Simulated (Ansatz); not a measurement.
A nudged elastic band was laid between two geometries of ClGaH3N (6 atoms, charge 0, multiplicity 1).

Method: RKS LDA/def2-SVP (Ansatz 0.2.0).

| Property | Result |
| --- | --- |
| movable images | 7 |
| climbing image | yes |
| spring | 5.0 eV/Å² |
| optimiser | quadratic models (default) |
| start path | through a guess of the saddle point |
| force threshold | 0.05 eV/Å |
| iteration limit | 60 |
| end points | relaxed |

First end point:

```xyz
6
Properties=species:S:1:pos:R:3
Ga 0.337 0.078 -0.068
Cl 0.450 -0.526 1.979
H 1.605 0.529 -0.830
N -1.318 -0.007 -0.731
H -2.118 -0.315 -0.171
H -1.571 0.242 -1.690
```

Last end point:

```xyz
6
Properties=species:S:1:pos:R:3
Ga 0.331 0.379 -1.060
Cl 1.041 -0.365 1.781
H 1.566 0.080 0.623
N -1.469 0.042 -0.976
H -1.946 -0.296 -0.131
H -2.136 0.160 -1.747
```

**Question.** What changes between the two ends?

**Answer.** Bonds broken: Ga1–Cl2, Ga1–H3. Bonds formed: Cl2–H3. ClGaH3N becomes ClH + GaH2N.

**Question.** What energy profile does the band end with?

**Answer.** The forces met the threshold. The highest image is number 5 of 0 to 8, 186.8 kJ/mol above the first end and 26.1 kJ/mol above the last; the last end lies 160.7 kJ/mol above the first. A vibrational analysis at the climbing image gives one clearly imaginary mode, 712i cm⁻¹: a first-order saddle point. The orbitals stay closed-shell, which can raise the energy where a bond breaks towards radicals; this wasn't checked here.

```json
{"image": "0", "path coordinate (Å)": "0.00", "energy (kJ/mol)": "0.0", "Ga1–Cl2 (Å)": "2.14", "Ga1–H3 (Å)": "1.55", "Cl2–H3 (Å)": "3.22"}
{"image": "1", "path coordinate (Å)": "0.33", "energy (kJ/mol)": "6.5", "Ga1–Cl2 (Å)": "2.14", "Ga1–H3 (Å)": "1.54", "Cl2–H3 (Å)": "3.05"}
{"image": "2", "path coordinate (Å)": "0.66", "energy (kJ/mol)": "33.5", "Ga1–Cl2 (Å)": "2.15", "Ga1–H3 (Å)": "1.53", "Cl2–H3 (Å)": "2.74"}
{"image": "3", "path coordinate (Å)": "0.99", "energy (kJ/mol)": "87.7", "Ga1–Cl2 (Å)": "2.21", "Ga1–H3 (Å)": "1.52", "Cl2–H3 (Å)": "2.38"}
{"image": "4", "path coordinate (Å)": "1.32", "energy (kJ/mol)": "155.8", "Ga1–Cl2 (Å)": "2.33", "Ga1–H3 (Å)": "1.54", "Cl2–H3 (Å)": "2.03"}
{"image": "5", "path coordinate (Å)": "1.65", "energy (kJ/mol)": "186.8", "Ga1–Cl2 (Å)": "2.50", "Ga1–H3 (Å)": "1.63", "Cl2–H3 (Å)": "1.71"}
{"image": "6", "path coordinate (Å)": "1.87", "energy (kJ/mol)": "176.4", "Ga1–Cl2 (Å)": "2.63", "Ga1–H3 (Å)": "1.77", "Cl2–H3 (Å)": "1.50"}
{"image": "7", "path coordinate (Å)": "2.09", "energy (kJ/mol)": "163.6", "Ga1–Cl2 (Å)": "2.82", "Ga1–H3 (Å)": "1.96", "Cl2–H3 (Å)": "1.38"}
{"image": "8", "path coordinate (Å)": "2.31", "energy (kJ/mol)": "160.7", "Ga1–Cl2 (Å)": "3.02", "Ga1–H3 (Å)": "2.11", "Cl2–H3 (Å)": "1.35"}
```

**Question.** What is the geometry of the highest image?

**Answer.** 
```xyz
6
Properties=species:S:1:pos:R:3
Ga 0.328 0.306 -0.706
Cl 0.839 -0.441 1.629
H 1.638 0.199 0.264
N -1.438 0.038 -0.875
H -1.998 -0.344 -0.105
H -1.983 0.242 -1.717
```

**Question.** What are the harmonic wavenumbers there?

**Answer.** 712i, 115, 208, 331, 343, 446, 640, 729, 1398, 1620, 3481, 3609 cm⁻¹.

The run took 2.5 min on 1 thread of Arm Neoverse V1 (shared host), peak memory 0.14 GiB.
